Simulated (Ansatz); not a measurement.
Start from `B[SiH2]COC` and change one atom or group to get `COC[SiH2]F`.

Ansatz, PBE0-D4/def2-TZVP geometries, multiplicity 1. Each molecule was computed in one conformer, which needn't be the lowest.

| property | `B[SiH2]COC` |
| --- | --- |
| size of the dipole moment (ωB97M-V/def2-TZVPP) / D | 1.57 |
| LUMO energy (ωB97M-V/def2-TZVPP) / eV | -0.44 |
| HOMO–LUMO gap (PBE0/def2-TZVPP) / eV | 5.15 |
| size of the dipole moment (PBE/def2-TZVPP) / D | 1.44 |
| HOMO energy (PBE/def2-TZVPP) / eV | -5.99 |
| HOMO–LUMO gap (ωB97M-V/def2-TZVPP) / eV | 9.52 |

Q: Give the same properties after the change, and the shifts. (Estimate.)

A: Computed: 
| property | `COC[SiH2]F` | shift |
| --- | --- | --- |
| size of the dipole moment (ωB97M-V/def2-TZVPP) / D | 2.33 | 0.76 |
| LUMO energy (ωB97M-V/def2-TZVPP) / eV | 1.96 | 2.40 |
| HOMO–LUMO gap (PBE0/def2-TZVPP) / eV | 7.54 | 2.39 |
| size of the dipole moment (PBE/def2-TZVPP) / D | 2.19 | 0.75 |
| HOMO energy (PBE/def2-TZVPP) / eV | -5.75 | 0.24 |
| HOMO–LUMO gap (ωB97M-V/def2-TZVPP) / eV | 11.54 | 2.02 |

With PBE0 the HOMO rises by 0.30 eV and the LUMO rises by 2.69 eV, so the gap widens by about 2.39 eV. PBE moves the HOMO by 0.24 eV and ωB97M-V by 0.39 eV. Dipoles are sizes alone; their direction can turn.
